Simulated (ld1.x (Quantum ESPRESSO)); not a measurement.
Tm: excitation energies, all-electron against TM semilocal

ld1.x (Quantum ESPRESSO) 7.5 input, shortened:

```
&input
   title='Tm', zed=69., rel=1, dft='PZ', iswitch=3,
   config='[Xe] 4f13 5d0 6s1.75 6p0.25'
 /
 &inputp
   pseudotype=1, tm=.true., lloc=3,
   nlcc=.false.
 /
4
6S  1  0   1.75   0.00  3.00  3.00  0.0
5P  2  1   6.00   0.00  1.55  1.55  0.0
5D  3  2   0.00   0.00  2.25  2.25  0.0
4F  4  3  13.00   0.00  0.70  0.70  0.0
 &test
   configts(1)='4f13 5p6 5d0 6s1.75 6p0.25'
 /
```

Occupied shells without a wave of their own: 6p. They enter only through the test configuration that unscreens the potential.

Energies are relative to the spin-unpolarised reference configuration 4f13 5p6 5d0 6s1.75 6p0.25; without spin polarisation the order of configurations can differ from experiment. Spin-polarised rows fill each open shell by Hund’s rule, majority spin first.

```tsv
valence configuration	charge	ΔE all-electron (eV)	error AE − PS (meV)
4f13 5p6 5d0 6s2 6p0	0	-0.721	-1.5
4f13 5p6 5d0 6s1 6p0	+1	5.960	-5.0
4f13 5p6 5d0 6s0 6p0	+2	18.273	-16
4f13 5p6 5d1 6s1 6p0	0	2.397	-5.8
4f13 5p6 5d0 6s0 6p1	+1	9.789	+5.1
4f12 5p6 5d0 6s0 6p0	+3	45.032	+125
4f11 5p6 5d0 6s0 6p0	+4	91.453	-173
4f13 5p6 5d0 6s1.75 6p0.25 (spin-polarised)	0	-0.207	+228
```

(1) What are ΔE and the potential's error for 4f13 5p6 5d0 6s2 6p0 (spin-polarised)?

Levels in the configuration 4f11 5p6 5d0 6s0 6p0:

```csv
level,all-electron (eV),pseudo (eV)
4f,-57.074,-57.748
5p,-72.836,-72.768
```

A Bessel basis up to 400 Ry misses an occupied level by 0.07 Ry, so cutoffs and ghosts were not judged.

## Answers

(1) ΔE = -0.901 eV all-electron; the error (AE − PS) is +230 meV.

The 6p level has no wave, so the channel is fitted at the deeper level alone: the likely source of the large errors.
